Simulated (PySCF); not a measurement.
Electronic absorption of Y(NH2)3

Species: Y(NH2)3 (singlet state).
Z-matrix (Å and degrees, PBE0-D3(BJ)/def2-SVP geometry), rows numbered from 1:
```
Y 
N   1  2.1511
H   2  1.0204  1  127.51
H   2  1.0204  1  127.18  3   180.00
N   1  2.1510  2  120.01  3   179.21
H   5  1.0204  1  127.47  2  -179.24
H   5  1.0204  1  127.22  2     0.82
N   1  2.1506  2  120.11  3     0.01
H   8  1.0203  1  127.75  2    -0.32
H   8  1.0206  1  126.96  2   179.33
```

Computed with TDDFT B3LYP/def2-SVPD, vertical, gas phase, core orbitals frozen in the response, def2 core potentials past Kr in PySCF 2.14.0, density-fitted response routines. Spin–orbit coupling is left out.

```tsv
state	E (eV)	λ (nm)	ν̃ (cm⁻¹)	f	symmetry	main configurations (H = HOMO, L = LUMO)
S1	3.76	330.2	30290	0.097	A2″	H→L (99%)
S2	3.93	315.2	31720	0.0000	–	H-2/H-1→L (≥93%)
S3	3.93	315.1	31730	0.0000	–	H-2/H-1→L (≥93%)
S4	5.48	226.3	44190	0.072	A2″	H→L+3 (82%)
S5	5.51	224.9	44470	0.0001	–	H→L+1/L+2 (≥75%), H-2/H-1→L+3 (≥18%)
S6	5.51	224.8	44480	0.0000	–	H→L+1/L+2 (≥75%), H-2/H-1→L+3 (≥18%)
S7	5.74	215.9	46330	0.0000	–	H-2/H-1→L+1/L+2 (≥53%), H-2/H-1→L+3 (≥21%)
S8	5.75	215.8	46350	0.0000	–	H-2/H-1→L+1/L+2 (≥50%), H-2/H-1→L+3 (≥26%)
S9	5.83	212.5	47050	0.0000	–	H-2/H-1→L+1/L+2 (≥83%)
```

Triplets, Tamm–Dancoff:

```json
{"state": "T1", "E (eV)": "3.58", "λ (nm)": "346.5", "main configurations (H = HOMO, L = LUMO)": "H→L (99%)"}
{"state": "T2", "E (eV)": "3.79", "λ (nm)": "326.7", "main configurations (H = HOMO, L = LUMO)": "H-2/H-1→L (≥91%)"}
{"state": "T3", "E (eV)": "3.80", "λ (nm)": "326.6", "main configurations (H = HOMO, L = LUMO)": "H-2/H-1→L (≥91%)"}
```

The lowest singlet lies at 3.76 eV (330 nm, ultraviolet) and is of moderate strength; its leading configuration is HOMO→LUMO (99%). The lowest level is also the most intense of those listed (f = 0.097). S2/S3, S5/S6 and S7/S8 lie within about 0.01 eV of each other in each set; the point group D3h has degenerate representations, and within a degenerate level the listed configurations can mix freely. For S1 the Löwdin share of yttrium is 11% in HOMO and 87% in LUMO (ligand-to-metal charge transfer by this measure). Orbital energies (eV): HOMO-3 -8.67, HOMO-2 -6.47, HOMO-1 -6.46, HOMO -6.16, LUMO -1.49, LUMO+1 0.30, LUMO+2 0.30. Weighted by f, the mean energy of these states is 4.49 eV. The listed states span 2.08 eV, and the widest gap between neighbours is 1.54 eV (S3 to S4). The vertical ionisation energy (ΔSCF) is 8.07 eV, 2.23 eV above S9. Symmetry labels in D3h follow from the direction of the transition dipole and are given only for states with f of 0.002 or more. Orbitals of the list HOMO-3 to LUMO+2 that lie within 0.01 eV of each other are written together with a slash and their weights summed (≥ marks a lower bound); for degenerate orbitals outside that list single weights are arbitrary. Only the lowest 10 singlets were computed, as vertical energies without vibronic structure. The highest level found (5.96 eV, f 0.0000 so far) is left out, since the window may have cut off a degenerate partner.

The run took 97 s of wall time on one thread, x86-64 server, no GPU, shared host.
